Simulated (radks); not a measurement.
Results of a calculation; reference values are marked as such.
Exchange energies: the exact (Fock) value of the Kohn-Sham orbitals and density-functional approximations, in hartree. Species: B+ [He] 2s2; W67+ [He] 2s2 2p3; N [He] 2s2 2p3. Code: a radial shooting solver on a logarithmic mesh with Libxc functionals. Model: non-relativistic Kohn-Sham, exchange-only LDA, spin-polarised, spherical densities, point nucleus. Every spin shell is full or empty, so the densities are truly spherical. Functionals are evaluated on that one density, not self-consistently.

functional,B+,W67+,N
exact,-3.44916,-92.6392,-6.52084
LDA,-3.0025,-83.883,-5.8368
B88,-3.4440,-92.354,-6.5260
PBE,-3.4164,-91.693,-6.4830
PBEsol,-3.2662,-88.742,-6.2395
revPBE,-3.4593,-92.340,-6.5377
AM05,-3.0974,-85.338,-5.9610
B86b,-3.4463,-92.330,-6.5325
G96,-3.4436,-92.558,-6.5264
APBE,-3.4710,-92.805,-6.5738
TASK,-3.3632,-90.309,-6.3587
